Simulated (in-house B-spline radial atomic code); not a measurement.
The numbers below are computed, except where a source is named.
## Building a PAW s channel for Te, r_c = 2.32 bohr

Te, [Kr] 4d10 5s2 5p4, non-relativistic LDA (VWN5), spherical and spin-unpolarised, from an all-electron radial atomic-structure program (B-spline basis) (atomic units; all potentials screened as in the neutral atom).

Two all-electron partial waves φ1, φ2 are integrated outwards at E1 = ε(5s) = -0.520997 and E2 = E1 + 0.5 hartree; φ1 is the bound orbital and φ2 has unit norm inside r_c = 2.3205 bohr. Smooth partners are polynomials, r^1(a0 + a1 r² + a2 r⁴ + a3 r⁶), matched to φ and three derivatives at r_c, with no condition on the norm. The local potential is -5.99983 + (2.74051) r² + (-0.523727) r⁴ + (0.0369455) r⁶ inside 1.9007 bohr and the all-electron one outside.

| wave | φ(r_c) | φ'(r_c) | a0 | a1 | a2 | a3 |
| --- | --- | --- | --- | --- | --- | --- |
| 1 | 0.6979497 | -0.3104171 | 0.7201072 | -0.09338471 | 0.001838859 | 0.0001934738 |
| 2 | 0.4609171 | -1.320505 | 1.331989 | -0.2787924 | 0.01248487 | 3.76844e-05 |

Inside r_c the overlaps are <φi φj> = [[0.63201, 0.77857], [0.77857, 1.00000]] and, for the smooth waves, [[0.89697, 1.23515], [1.23515, 1.78541]]. With χj = (Ej − T − V_local) applied to smooth wave j, the program's quadrature gives the matrix B_ij = <smooth i, χj> as [[1.21884, 2.21995], [1.99167, 3.64174]].

(1) Check the match of the first wave, and find the augmentation charges q_ij.

(2) B isn't symmetric. Show that D_ij = B_ij + Ej q_ij is.

Solving (T + V_local + Σ p D p) ψ = E (1 + Σ p q p) ψ in a sphere of 9 bohr gives these levels:

| all-electron | one projector | two projectors |
| --- | --- | --- |
| -0.520994 | -0.520994 | -1.310750 |
| 0.022273 | -0.103355 | -0.520994 |
| 0.330360 | 0.036392 | 0.022273 |
| 0.809267 | 0.346549 | 0.330360 |
| 1.443990 | 0.830748 | 0.809249 |

(3) What does the second projector gain?

Results:

(1) At r_c the four terms are 1.67101, -1.16686, 0.12372, 0.07010, which sum to 0.6980, φ1(r_c) to rounding. q_ij is the all-electron overlap less the smooth one: [[-0.26496, -0.45658], [-0.45658, -0.78541]]. The smooth first wave has a norm of 0.8970 inside r_c against 0.6320, so q11 is negative and must stay small enough for the overlap operator to be positive.

(2) Integrating by parts gives B12 − B21 = (E1 − E2) q12: 2.21995 − (1.99167) = 0.22828, and −0.5 × (-0.45658) = 0.22829. So D12 = 2.21995 + (-0.020997)(-0.45658) = 2.22954 and D21 = 1.99167 + (-0.520997)(-0.45658) = 2.22955; D11 = 1.35688, D22 = 3.65823. The projectors, p = (B⁻¹)ᵀ χ, are dual to the smooth waves; det B = 0.017, small beside B11 B22, as the two smooth waves look alike inside r_c.

(3) With one projector the errors are 0.00 millihartree, and the level at -0.1034 is out of step with the all-electron series: an extra state, or one far too low, so the pairing ends there; skipping it, the next levels are off by +14.1, +16.2, +21.5 millihartree. With two a ghost lies below the reference level, so the set fails. The lowest eigenvalue of the overlap operator is 0.4374 with one and 0.03534 with two projectors. The smooth orbital alone needs a cutoff of 3.18 hartree for 1 millihartree of kinetic energy, against 11.5 for a norm-conserving Troullier-Martins orbital of the same radius, which is no gain while the set fails.
